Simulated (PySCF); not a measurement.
CH5FS2Si. Atoms are numbered in the order given.

```xyz
10

C      1.7545    -1.1064     0.2215
Si     0.2075    -0.0885     0.2710
F     -0.0807     0.3465     1.8102
S      0.5239     1.6224    -0.9607
S     -1.5812    -1.1316    -0.2650
H      1.6544    -1.9676     0.8991
H      1.9450    -1.4836    -0.7943
H      2.6214    -0.5071     0.5402
H     -0.7569     2.0439    -0.8748
H     -1.2529    -1.1787    -1.5748
```
Charge 0, spin multiplicity 1.

Geometry: PBE0-D3(BJ)/def2-SVP. This is a generated structure with no PubChem entry under its InChIKey; it may be hypothetical. One conformer was computed; it need not be the lowest.

Level of theory: TDA-PBE/def2-SVPD (PySCF).

Vertical excitations. The molecule is in vacuum.

| state | energy (eV) | λ (nm) | f | main pairs |
|---|---|---|---|---|
| S1 | 5.45 | 227 | 0.005 | HOMO→LUMO 98 % |
| S2 | 5.78 | 215 | 0.008 | HOMO−1→LUMO 89 % |
| S3 | 5.90 | 210 | 0.059 | HOMO→LUMO+1 84 % |
| S4 | 6.01 | 206 | 0.042 | HOMO→LUMO+2 91 % |
| S5 | 6.18 | 201 | 0.022 | HOMO−1→LUMO+1 97 % |
| S6 | 6.40 | 194 | 0.015 | HOMO−1→LUMO+2 95 % |
| S7 | 6.55 | 189 | 0.011 | HOMO→LUMO+3 92 % |
| S8 | 6.82 | 182 | 0.009 | HOMO→LUMO+4 90 % |
| S9 | 6.91 | 179 | 0.005 | HOMO→LUMO+5 95 % |
| S10 | 6.99 | 177 | 0.022 | HOMO−1→LUMO+3 63 %, HOMO−2→LUMO 21 % |
| T1 | 5.17 | 240 | 0 | HOMO→LUMO 97 % |
| T2 | 5.51 | 225 | 0 | HOMO−1→LUMO 59 %, HOMO→LUMO+1 33 % |
| T3 | 5.57 | 222 | 0 | HOMO→LUMO+1 64 %, HOMO−1→LUMO 29 % |
| T4 | 5.76 | 215 | 0 | HOMO→LUMO+2 86 % |
Triplets are in the Tamm–Dancoff approximation.
